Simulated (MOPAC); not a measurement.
Job for MOPAC: PM6 on C2H10Si (a complex), monomers drawn apart or pushed together.

```
PM6 1SCF PRECISE CHARGE=0 THREADS=1
C2H10Si

C     -0.08193111 1     0.00140635 1    -0.31312880 1
H     -1.03739562 1    -0.09533839 1     0.20060159 1
H      0.30176182 1     1.01278211 1    -0.18486414 1
H      0.62756166 1    -0.71108372 1     0.10463248 1
H     -0.21933825 1    -0.20103873 1    -1.37433529 1
C     -0.06373544 1     1.27747573 1     6.53180105 1
Si     0.27869032 1    -0.56278797 1     6.65091708 1
H     -0.18635747 1     1.58281083 1     5.49184460 1
H      0.75792745 1     1.85427873 1     6.96021515 1
H     -0.97604732 1     1.53765726 1     7.07165458 1
H     -0.83703442 1    -1.34342360 1     6.06350972 1
H      0.43558119 1    -0.97106701 1     8.06874001 1
H      1.52450179 1    -0.91325529 1     5.92695448 1
```

Program output:

```
*******************************************************************************
 **                                                                           **
 **                              MOPAC v23.2.5                                **
 **                                                                           **
 *******************************************************************************
 ** MOPAC's Digital Object Identifier: https://doi.org/10.5281/zenodo.6511958 **
 **                                                                           **
 ** Please cite the open-source release paper for use of this MOPAC version:  **
 ** J. E. Moussa and J. J. P. Stewart (2026)                                  **
 ** MOPAC: An open-source semiempirical molecular orbital program             **
 ** J. Open Source Softw., 11(119), 8025, https://doi.org/10.21105/joss.08025 **
 *******************************************************************************

                              PM6 CALCULATION RESULTS

 *******************************************************************************
 *  PM6        - The PM6 Hamiltonian to be used
 *
 *
 *
 *                 CHARGE ON SYSTEM = 0
 *
 *
 *
 *  PRECISE    - TIGHTER CRITERIA TO BE USED
 *  1SCF       - DO 1 SCF AND THEN STOP
 *  THREADS=1  - MULTI-THREADING NOT USED
 *  T=         - A TIME OF 172800.0 SECONDS REQUESTED
 *  DUMP=N     - RESTART FILE WRITTEN EVERY 7200.0 SECONDS REQUESTED
 *******************************************************************************
PM6 1SCF PRECISE CHARGE=0 THREADS=1
 C2H10Si

   ATOM   CHEMICAL          X               Y               Z
  NUMBER   SYMBOL      (ANGSTROMS)     (ANGSTROMS)     (ANGSTROMS)

     1       C         -0.08193111  *   0.00140635  *  -0.31312880  *
     2       H         -1.03739562  *  -0.09533839  *   0.20060159  *
     3       H          0.30176182  *   1.01278211  *  -0.18486414  *
     4       H          0.62756166  *  -0.71108372  *   0.10463248  *
     5       H         -0.21933825  *  -0.20103873  *  -1.37433529  *
     6       C         -0.06373544  *   1.27747573  *   6.53180105  *
     7      Si          0.27869032  *  -0.56278797  *   6.65091708  *
     8       H         -0.18635747  *   1.58281083  *   5.49184460  *
     9       H          0.75792745  *   1.85427873  *   6.96021515  *
    10       H         -0.97604732  *   1.53765726  *   7.07165458  *
    11       H         -0.83703442  *  -1.34342360  *   6.06350972  *
    12       H          0.43558119  *  -0.97106701  *   8.06874001  *
    13       H          1.52450179  *  -0.91325529  *   5.92695448  *



          CARTESIAN COORDINATES

    NO.       ATOM           X           Y           Z

     1         C         -0.0819      0.0014     -0.3131
     2         H         -1.0374     -0.0953      0.2006
     3         H          0.3018      1.0128     -0.1849
     4         H          0.6276     -0.7111      0.1046
     5         H         -0.2193     -0.2010     -1.3743
     6         C         -0.0637      1.2775      6.5318
     7        Si          0.2787     -0.5628      6.6509
     8         H         -0.1864      1.5828      5.4918
     9         H          0.7579      1.8543      6.9602
    10         H         -0.9760      1.5377      7.0717
    11         H         -0.8370     -1.3434      6.0635
    12         H          0.4356     -0.9711      8.0687
    13         H          1.5245     -0.9133      5.9270

 General Reference for PM6:
 "Optimization of Parameters for Semiempirical Methods V: Modification of NDDO Approximations
 and Application to 70 Elements", J. J. P. Stewart, J. Mol. Mod., 13, 1173-1213 (2007)
 URL: https://link.springer.com/article/10.1007/s00894-007-0233-4

           Empirical Formula: C2 H10 Si  =    13 atoms



      MOLECULAR POINT GROUP   :   C1


      RHF CALCULATION, NO. OF DOUBLY OCCUPIED LEVELS = 11


 -------------------------------------------------------------------------------
 PM6 1SCF PRECISE CHARGE=0 THREADS=1
 C2H10Si



     1SCF WAS SPECIFIED, SO BFGS WAS NOT USED
     SCF FIELD WAS ACHIEVED


                              PM6 CALCULATION
                                                       MOPAC v23.2.5 Linux




          FINAL HEAT OF FORMATION =        -22.92037 KCAL/MOL =     -95.89881 KJ/MOL


          COSMO AREA              =        150.76 SQUARE ANGSTROMS
          COSMO VOLUME            =        119.99 CUBIC ANGSTROMS

          IONIZATION POTENTIAL    =         11.043879 EV
          HOMO LUMO ENERGIES (EV) =        -11.044  0.595
          NO. OF FILLED LEVELS    =         11
          MOLECULAR WEIGHT        =         62.1865         POINT GROUP:  C1

          MOLECULAR DIMENSIONS (Angstroms)

            Atom       Atom       Distance
            H    12    H     5     9.49703
            H     9    H    11     3.60863
            H    13    H    10     3.39968


          SCF CALCULATIONS        =          1





   ATOM   CHEMICAL          X               Y               Z
  NUMBER   SYMBOL      (ANGSTROMS)     (ANGSTROMS)     (ANGSTROMS)

     1       C         -0.08193111  *   0.00140635  *  -0.31312880  *
     2       H         -1.03739562  *  -0.09533839  *   0.20060159  *
     3       H          0.30176182  *   1.01278211  *  -0.18486414  *
     4       H          0.62756166  *  -0.71108372  *   0.10463248  *
     5       H         -0.21933825  *  -0.20103873  *  -1.37433529  *
     6       C         -0.06373544  *   1.27747573  *   6.53180105  *
     7      Si          0.27869032  *  -0.56278797  *   6.65091708  *
     8       H         -0.18635747  *   1.58281083  *   5.49184460  *
     9       H          0.75792745  *   1.85427873  *   6.96021515  *
    10       H         -0.97604732  *   1.53765726  *   7.07165458  *
    11       H         -0.83703442  *  -1.34342360  *   6.06350972  *
    12       H          0.43558119  *  -0.97106701  *   8.06874001  *
    13       H          1.52450179  *  -0.91325529  *   5.92695448  *

                             CARTESIAN COORDINATES

   1    C       -0.081931110     0.001406350    -0.313128800
   2    H       -1.037395620    -0.095338390     0.200601590
   3    H        0.301761820     1.012782110    -0.184864140
   4    H        0.627561660    -0.711083720     0.104632480
   5    H       -0.219338250    -0.201038730    -1.374335290
   6    C       -0.063735440     1.277475730     6.531801050
   7   Si        0.278690320    -0.562787970     6.650917080
   8    H       -0.186357470     1.582810830     5.491844600
   9    H        0.757927450     1.854278730     6.960215150
  10    H       -0.976047320     1.537657260     7.071654580
  11    H       -0.837034420    -1.343423600     6.063509720
  12    H        0.435581190    -0.971067010     8.068740010
  13    H        1.524501790    -0.913255290     5.926954480


           Empirical Formula: C2 H10 Si  =    13 atoms



      MOLECULAR POINT GROUP   :   C1


                  EIGENVALUES
 -25.09449 -24.96698 -17.95601 -14.00689 -13.99894 -13.64661 -13.64134 -13.62972
 -11.22746 -11.22076 -11.04388   0.59500   1.20929   1.21335   1.92206   1.92374
   2.93893   4.54398   4.75581   4.75667   5.91372   5.91999   5.99728   6.00409
   6.00706   7.11975   7.22122


              NET ATOMIC CHARGES AND DIPOLE CONTRIBUTIONS

  ATOM NO.   TYPE          CHARGE      No. of ELECS.   s-Pop       p-Pop       d-Pop
    1          C          -0.654546        4.6545     1.07927     3.57527
    2          H           0.163705        0.8363     0.83630
    3          H           0.163357        0.8366     0.83664
    4          H           0.163983        0.8360     0.83602
    5          H           0.163501        0.8365     0.83650
    6          C          -0.810937        4.8109     1.07884     3.73210
    7         Si           0.236545        3.7635     1.20428     1.95780     0.60138
    8          H           0.197601        0.8024     0.80240
    9          H           0.197752        0.8022     0.80225
   10          H           0.197727        0.8023     0.80227
   11          H          -0.006231        1.0062     1.00623
   12          H          -0.006247        1.0062     1.00625
   13          H          -0.006211        1.0062     1.00621
 DIPOLE           X         Y         Z       TOTAL
 POINT-CHG.     0.148    -0.798     0.054     0.813
 HYBRID        -0.254     1.358    -0.097     1.385
 SUM           -0.106     0.560    -0.043     0.572


          ATOMIC ORBITAL ELECTRON POPULATIONS

     Atom    s        px        py        pz      x^2-y^2     xz        z^2       yz        xy
    1  C   1.07927   1.19180   1.19175   1.19172
    2  H   0.83630
    3  H   0.83664
    4  H   0.83602
    5  H   0.83650
    6  C   1.07884   1.20305   1.33036   1.19868
    7 Si   1.20428   0.71293   0.52626   0.71861   0.12078   0.11152   0.14473   0.09228   0.13207
    8  H   0.80240
    9  H   0.80225
   10  H   0.80227
   11  H   1.00623
   12  H   1.00625
   13  H   1.00621

 **********************
 *                    *
 * JOB ENDED NORMALLY *
 *                    *
 **********************




 == MOPAC DONE ==
```

The run finished.

Cost: very roughly 0.03 core-seconds.
